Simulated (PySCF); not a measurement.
PySCF input file for CHCl2FOSi, SMILES O=C[Si](F)(Cl)Cl, r2SCAN-D4/def2-SVP. The structure is a stationary point at r2SCAN-D4/def2-SVP. The structure was generated by enumeration, and PubChem lists no compound with its InChIKey, so it may never have been made. The values are those of a single conformer.

```python
import numpy as np
from pyscf import gto, scf, dft, df
from pyscf.hessian import thermo

mol = gto.M(
    atom='''
    O    -2.28380703   -0.99074646   -0.76904875
    C    -1.85011454   -0.06838063   -0.12356652
    Si    0.01661310    0.08186424    0.30711624
    F     0.17559616    0.18617691    1.91007510
    Cl    1.03924107   -1.54095376   -0.36819481
    Cl    0.73048528    1.82065329   -0.50444815
    H    -2.52715323    0.75967189    0.23841652
    ''',
    basis='def2-SVP',
    charge=0,
    spin=0,
    max_memory=1600,
    verbose=3,
)
mf = dft.RKS(mol, xc='r2scan').density_fit(auxbasis='def2-universal-jkfit')
mf.disp = 'd4'
mf.grids.level = 4
mf.conv_tol = 1e-11
mf.max_cycle = 100
mf.kernel()

# [left out here: the lines that compute and print the analytic Hessian (its translational invariance restored by hand, since the grid's response is missing), thermochemistry and intensities]
```

Program output:

```
converged SCF energy = -1423.0823107794

WARN: MGGA Hessian is sensitive to dft grids. grids.level 4 may not be dense enough.


WARN: DFTD4 does not support analytical Hessian, using finite difference.


WARN: Mole.unit (angstrom) is changed to Bohr

Mode                                 0                   1                   2
Irrep
Freq [cm^-1]                       24.2466            106.2277            139.5330
Reduced mass [au]                   5.4259             13.2823              4.6336
Force const [Dyne/A]                0.0019              0.0883              0.0532
Char temp [K]                      34.8855            152.8380            200.7569
Normal mode                   x     y     z       x     y     z       x     y     z
       0   O                -0.03 -0.11  0.14    0.13 -0.09 -0.03   -0.03 -0.01  0.01
       1   C                 0.01  0.03 -0.08    0.00 -0.06  0.01   -0.05 -0.08  0.11
       2  Si                -0.00  0.01 -0.03   -0.01  0.04  0.02   -0.02  0.01 -0.01
       3   F                -0.06 -0.02 -0.02    0.04  0.04  0.01   -0.09  0.02 -0.01
       4  Cl                -0.00  0.01 -0.02   -0.10 -0.00 -0.02    0.02  0.05 -0.03
       5  Cl                 0.05  0.02  0.03    0.03  0.02  0.01    0.08 -0.03 -0.01
       6   H                 0.04  0.17 -0.32   -0.10 -0.14  0.01   -0.10 -0.22  0.34
Mode                                 3                   4                   5
Irrep
Freq [cm^-1]                      189.5256            238.7118            251.3994
Reduced mass [au]                   9.8162             15.0482             14.6223
Force const [Dyne/A]                0.2077              0.5052              0.5445
Char temp [K]                     272.6852            343.4531            361.7077
Normal mode                   x     y     z       x     y     z       x     y     z
       0   O                -0.05 -0.00 -0.00   -0.06 -0.01 -0.02   -0.06 -0.04 -0.04
       1   C                -0.01 -0.05  0.04   -0.02 -0.02 -0.05   -0.09 -0.02 -0.04
       2  Si                 0.02  0.00 -0.08   -0.01 -0.04  0.02   -0.06  0.02 -0.02
       3   F                 0.01  0.03 -0.08    0.05  0.16  0.00    0.13 -0.06 -0.03
       4  Cl                -0.00 -0.07  0.04    0.02 -0.00 -0.04    0.01  0.05  0.05
       5  Cl                 0.00  0.08  0.05   -0.00 -0.04  0.06    0.04 -0.01  0.01
       6   H                -0.00 -0.13  0.22    0.03  0.06 -0.13   -0.12 -0.03 -0.07
Mode                                 6                   7                   8
Irrep
Freq [cm^-1]                      389.0985            490.3081            629.8962
Reduced mass [au]                  17.6951             10.7913             17.9249
Force const [Dyne/A]                1.5784              1.5285              4.1903
Char temp [K]                     559.8260            705.4443            906.2804
Normal mode                   x     y     z       x     y     z       x     y     z
       0   O                 0.13  0.03  0.05   -0.05  0.00 -0.01   -0.01 -0.01 -0.00
       1   C                 0.01  0.09  0.05    0.12 -0.06 -0.02   -0.05  0.02 -0.02
       2  Si                -0.06 -0.02 -0.06    0.07  0.00 -0.03    0.04  0.14 -0.01
       3   F                 0.00  0.01 -0.09   -0.00 -0.01 -0.04   -0.00 -0.01  0.01
       4  Cl                 0.01  0.02  0.01   -0.06  0.07  0.03    0.02 -0.04 -0.02
       5  Cl                -0.02 -0.06  0.04   -0.02 -0.05  0.02   -0.03 -0.06  0.03
       6   H                -0.06  0.04  0.04    0.21 -0.03  0.07   -0.12 -0.07  0.05
Mode                                 9                  10                  11
Irrep
Freq [cm^-1]                      737.0832            861.8480            926.0888
Reduced mass [au]                   6.9740              1.9534              8.5063
Force const [Dyne/A]                2.2324              0.8549              4.2983
Char temp [K]                    1060.4986           1240.0074           1332.4356
Normal mode                   x     y     z       x     y     z       x     y     z
       0   O                -0.02  0.02  0.01    0.00  0.02 -0.04    0.01  0.01 -0.01
       1   C                 0.17 -0.06 -0.01   -0.03 -0.09  0.14   -0.00 -0.03  0.06
       2  Si                -0.11  0.05  0.02    0.01  0.03  0.03   -0.01 -0.00 -0.12
       3   F                 0.02 -0.01 -0.00   -0.02 -0.01 -0.07    0.01  0.01  0.15
       4  Cl                 0.02 -0.03 -0.01    0.00 -0.00 -0.00   -0.00  0.00  0.00
       5  Cl                 0.01  0.00 -0.00    0.00 -0.00  0.00   -0.00 -0.00  0.00
       6   H                 0.30  0.02  0.06    0.10  0.34 -0.59    0.09  0.15 -0.21
Mode                                12                  13                  14
Irrep
Freq [cm^-1]                     1375.0860           1792.5248           2809.2459
Reduced mass [au]                   1.2029             11.8347              1.0830
Force const [Dyne/A]                1.3402             22.4046              5.0359
Char temp [K]                    1978.4426           2579.0440           4041.8794
Normal mode                   x     y     z       x     y     z       x     y     z
       0   O                -0.02  0.05  0.03   -0.06 -0.12 -0.09    0.00  0.00  0.00
       1   C                 0.09 -0.02  0.01    0.09  0.16  0.12   -0.05  0.06  0.02
       2  Si                -0.00 -0.01 -0.01   -0.00 -0.00 -0.00    0.00  0.00  0.00
       3   F                 0.00  0.00  0.00    0.00  0.00  0.00   -0.00 -0.00 -0.00
       4  Cl                 0.00 -0.00 -0.00    0.00 -0.00 -0.00   -0.00  0.00  0.00
       5  Cl                 0.00  0.00 -0.00    0.00  0.00 -0.00   -0.00 -0.00  0.00
       6   H                -0.65 -0.47 -0.41   -0.10  0.04  0.00    0.59 -0.69 -0.30
temperature 298.1500 [K]
pressure 101325.00 [Pa]
Rotational constants [GHz] 1.88945 1.53272 1.23641
Symmetry number 1
Zero-point energy (ZPE) 0.02497 [Eh]   65560.284 [J/mol]
                           tot       elec      trans        rot        vib
Entropy [J/mol/K]       378.992      0.000    170.985    120.859     87.147
Cv [J/mol/K]             95.629      0.000     12.472     12.472     70.686
Cp [J/mol/K]            103.944      0.000     20.786     12.472     70.686
Internal energy [J/mol]                      3718.434   3718.434  78042.241
Internal energy [Eh]   -1423.04975  -1423.08231
Enthalpy [J/mol]                             6197.391   3718.434  78042.241
Enthalpy [Eh]          -1423.04881
Gibbs free energy [J/mol]                  -44781.807 -32315.813  52059.304
Gibbs free energy [Eh] -1423.09185
static polarisability / bohr^3: [[51.609  0.161 -1.255]
 [ 0.159 56.731  3.246]
 [-1.253  3.245 37.44 ]]
largest difference of analytic and finite-field dipole derivatives / e: 0.001150279982387925
mode   freq/cm-1   IR/(km/mol)   Raman/(A^4/amu)   depolarisation
   1       24.25         8.453             2.686            0.750
   2      106.23         4.086             1.200            0.664
   3      139.53         0.817             5.465            0.750
   4      189.53         3.018             1.364            0.466
   5      238.71         9.212             1.532            0.708
   6      251.40        26.330             3.001            0.718
   7      389.10         8.772             6.879            0.082
   8      490.31        74.966            12.034            0.097
   9      629.90       191.569             4.136            0.748
  10      737.08        61.573             2.893            0.498
  11      861.85        21.939             4.635            0.739
  12      926.09       142.598             2.663            0.412
  13     1375.09        20.845             6.217            0.598
  14     1792.52        99.361            18.007            0.749
  15     2809.25       115.416           265.789            0.346
max |gradient| / (hartree/bohr): 0.0002489829279067223
APT charges: [-0.5037  0.401   1.8718 -0.6436 -0.51   -0.5446 -0.0765]
```

Self-consistency was reached.
